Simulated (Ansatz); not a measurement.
Ansatz (a quantum-chemistry and plane-wave program) input (CCSD(T)/aug-cc-pV(D+d)Z):
A basis named .json is the Basis Set Exchange file of that set.

Ansatz 0.2 input:
```yaml
crystal:
  periodic: [false, false, false]
  atoms:
    - {symbol: C, position_ang: [-2.19851186, -0.70160685, 0.29549372]}
    - {symbol: C, position_ang: [-1.86394627, 0.73767989, 0.12393331]}
    - {symbol: C, position_ang: [-0.45799757, 1.17834112, 0.33935100]}
    - {symbol: C, position_ang: [0.53913260, 0.24854129, -0.37215669]}
    - {symbol: C, position_ang: [0.26210940, -1.21645984, -0.03815244]}
    - {symbol: C, position_ang: [-1.17192757, -1.60731631, -0.40355785]}
    - {symbol: S, position_ang: [2.27967251, 0.73043257, -0.06811666]}
    - {symbol: H, position_ang: [-2.19878475, -0.95700351, 1.36964042]}
    - {symbol: H, position_ang: [-3.20667316, -0.91495474, -0.06494058]}
    - {symbol: H, position_ang: [-2.64963901, 1.47484893, 0.02610005]}
    - {symbol: H, position_ang: [-0.30536452, 2.20844826, 0.01658274]}
    - {symbol: H, position_ang: [-0.21566761, 1.15586826, 1.41578283]}
    - {symbol: H, position_ang: [0.43461738, 0.38843083, -1.45183837]}
    - {symbol: H, position_ang: [0.97863880, -1.85337914, -0.55848906]}
    - {symbol: H, position_ang: [0.42338425, -1.36989330, 1.03500445]}
    - {symbol: H, position_ang: [-1.30083653, -1.52472475, -1.48704876]}
    - {symbol: H, position_ang: [-1.35232211, -2.65223863, -0.14056985]}
    - {symbol: H, position_ang: [2.26473451, 0.52260103, 1.26017622]}
basis:
  gaussian:
    orbitals: aug-cc-pV_D+d_Z.json
magnetization: {spin_polarized: true, initial_magnetization: 1}
correlation: {method: ccsd_t, electrons: outside_noble_gas}
output: {forces: true}
```

Output:

```
Functional definition: HF
integrals: 4.01 GiB planned
2665 factors; integrals over basis functions are off by at most 8.9e-4 eV
1.64 GiB of device memory are held for the factors and their scratch space
mean field: 2.21 GiB planned
mean field evaluation 1: about -17167.1981 eV, gradient 3.3e1 eV
mean field evaluation 2: about -17167.1983 eV, gradient 3.3e1 eV
mean field evaluation 4: about -17174.0866 eV, gradient 4.5e0 eV
mean field evaluation 8: about -17174.2759 eV, gradient 2.3e-1 eV
mean field evaluation 16: about -17174.2597 eV, gradient 1.1e0 eV
mean field evaluation 32: about -17166.9543 eV, gradient 1.0e1 eV
mean field evaluation 64: about -17169.2525 eV, gradient 1.0e0 eV
mean field -17174.27689928 eV, -631.1430349056 hartree, gradient 1.5e-6 eV, S^2 0.764325; 0 other end points of the search recorded, 0 dependent functions left out
11 core orbitals not correlated
reference -17174.27689928 eV, -631.1430349056 hartree; 21, 20 occupied and 237, 238 virtual orbitals, 2665 factors
densities: 38.92 GiB planned
second order -27.15661388 eV of doubles, -0.00000000 eV of singles
coupled cluster: 26.99 GiB planned
cycle   1  -28.58355648 eV  change    -1.4e0 eV  update   1.2e-1
cycle   2  -29.34123106 eV  change   -7.6e-1 eV  update   3.4e-2
cycle   3  -29.48532773 eV  change   -1.4e-1 eV  update   1.6e-2
cycle   4  -29.48601685 eV  change   -6.9e-4 eV  update   5.0e-3
cycle   5  -29.48558926 eV  change    4.3e-4 eV  update   2.3e-3
cycle   6  -29.48548490 eV  change    1.0e-4 eV  update   9.0e-4
cycle   7  -29.48541570 eV  change    6.9e-5 eV  update   3.6e-4
cycle   8  -29.48548468 eV  change   -6.9e-5 eV  update   1.4e-4
cycle   9  -29.48547864 eV  change    6.0e-6 eV  update   6.4e-5
cycle  10  -29.48544082 eV  change    3.8e-5 eV  update   2.8e-5
cycle  11  -29.48544976 eV  change   -8.9e-6 eV  update   1.4e-5
cycle  12  -29.48545690 eV  change   -7.1e-6 eV  update   5.9e-6
cycle  13  -29.48546164 eV  change   -4.7e-6 eV  update   2.4e-6
perturbative correction -1.10028680 eV, -0.0404347941 hartree
the calculation of the forces begins
1.64 GiB of device memory are held for the factors and their scratch space
Total energy: -17204.86264773 eV, -632.2670404292 hartree
Atom 0 at    -2.198512    -0.701607     0.295494 Å, force     0.025993    -0.249265     0.097708 eV/Å
Atom 1 at    -1.863946     0.737680     0.123933 Å, force    -0.086520     0.091523    -0.247519 eV/Å
Atom 2 at    -0.457998     1.178341     0.339351 Å, force     0.255151    -0.037944     0.076984 eV/Å
Atom 3 at     0.539133     0.248541    -0.372157 Å, force     0.095045     0.058527     0.103749 eV/Å
Atom 4 at     0.262109    -1.216460    -0.038152 Å, force    -0.059720     0.061869     0.022451 eV/Å
Atom 5 at    -1.171928    -1.607316    -0.403558 Å, force    -0.016076     0.093258     0.011942 eV/Å
Atom 6 at     2.279673     0.730433    -0.068117 Å, force     0.238066     0.102799    -0.177195 eV/Å
Atom 7 at    -2.198785    -0.957004     1.369640 Å, force     0.017039    -0.098254     0.429586 eV/Å
Atom 8 at    -3.206673    -0.914955    -0.064941 Å, force    -0.436638    -0.085435    -0.177147 eV/Å
Atom 9 at    -2.649639     1.474849     0.026100 Å, force    -0.392608     0.366964    -0.033888 eV/Å
Atom 10 at    -0.305365     2.208448     0.016583 Å, force     0.065898     0.463171    -0.167303 eV/Å
Atom 11 at    -0.215668     1.155868     1.415783 Å, force     0.108600    -0.026565     0.449546 eV/Å
Atom 12 at     0.434617     0.388431    -1.451838 Å, force    -0.063416     0.059857    -0.511446 eV/Å
Atom 13 at     0.978639    -1.853379    -0.558489 Å, force     0.330311    -0.291241    -0.252944 eV/Å
Atom 14 at     0.423384    -1.369893     1.035004 Å, force     0.069646    -0.053477     0.503030 eV/Å
Atom 15 at    -1.300837    -1.524725    -1.487049 Å, force    -0.050031     0.053093    -0.493906 eV/Å
Atom 16 at    -1.352322    -2.652239    -0.140570 Å, force    -0.076011    -0.463396     0.129196 eV/Å
Atom 17 at     2.264735     0.522601     1.260176 Å, force    -0.024730    -0.045482     0.237157 eV/Å
Dipole moment:    -0.337583    -0.147673     0.105954 e Å
```

It need not be the lowest isomer of its formula.
